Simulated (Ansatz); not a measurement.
Two isomers of CH6AlBOSi: A = `[BH]1C[SiH2][O][AlH]1`, B = `C[Si]1(O)[BH][AlH]1`.

Program: Ansatz. Geometries: PBE0-D4/def2-TZVP. ΔE: electronic, gas phase. CCSD(T)/CBS is the MP2 limit (def2-TZVPP, def2-QZVPP) plus CCSD(T) − MP2 in def2-TZVPP, frozen cores. DFT in def2-TZVPP. B3LYP here is the variant with VWN-RPA as its local correlation; programs differ in this. One conformer a species, not always the lowest.

(1) Which is lower in electronic energy at CCSD(T)/CBS, and by how much? (An estimate is asked.)

(2) Give E(B) − E(A) in kcal/mol with B2PLYP, PBE-D4, CCSD/def2-TZVPP, ωB97M-V, MP2/def2-TZVPP, B3LYP-D4, HF/def2-TZVPP. (Best estimate.)

Largest T1 diagnostic: 0.014.

Answers

(1) Ansatz gave: A, by 52.3 kcal/mol.

(2) Computed: B2PLYP 52.1, PBE-D4 40.6, CCSD/def2-TZVPP 55.5, ωB97M-V 52.2, MP2/def2-TZVPP 51.1, B3LYP-D4 51.9, HF/def2-TZVPP 69.7. None reverses the order clearly.

In def2-TZVPP, CCSD(T) changes the Hartree–Fock value by −18.0 kcal/mol (the triples alone add −3.8 kcal/mol) and MP2 by −18.6 kcal/mol. From PBE to PBE0 (25 % exact exchange), in def2-TZVPP and without D4, E(B) − E(A) moves by +6.0 kcal/mol.
